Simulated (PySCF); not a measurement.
**Krypton: a sound run and one with changed settings**

Sound run: Kr [Kr], Kr⁺ [Ar] 3d10 4s2 4p5. All numbers are calculated (PySCF 2.14, a scalar-relativistic core potential, in cc-pVDZ-PP with ECP10MDF (4s3p2d, 23 functions)). The sound run starts from symmetry-adapted Hartree-Fock orbitals and uses a fine grid where one is needed.

Changed run: basis STO-3G, all-electron and non-relativistic. This setting is unsound on purpose.

```json
{"species": "Kr", "method": "UHF", "sound run (hartree)": "-462.17947", "changed run (hartree)": "-2722.70600", "converged": "yes"}
{"species": "Kr", "method": "M06-L", "sound run (hartree)": "-463.57649", "changed run (hartree)": "-2724.15661", "converged": "yes"}
{"species": "Kr", "method": "LDA", "sound run (hartree)": "-462.92075", "changed run (hartree)": "-2720.14499", "converged": "yes"}
{"species": "Kr⁺", "method": "UHF", "sound run (hartree)": "-461.69600", "changed run (hartree)": "-2722.30230", "converged": "yes"}
{"species": "Kr⁺", "method": "M06-L", "sound run (hartree)": "-463.06460", "changed run (hartree)": "-2723.69922", "converged": "yes"}
{"species": "Kr⁺", "method": "LDA", "sound run (hartree)": "-462.39513", "changed run (hartree)": "-2719.70168", "converged": "yes"}
```

Ionisation energy of Kr:

| method | sound run (eV) | changed run (eV) |
| --- | --- | --- |
| UHF | 13.156 | 10.985 |
| M06-L | 13.929 | 12.446 |
| LDA | 14.303 | 12.063 |

A minimal basis cannot let orbitals breathe on ionisation and holds almost no correlation. The Hamiltonian changed with the basis, so the totals do not compare.

For comparison, NIST gives 14.000 eV between the lowest levels.
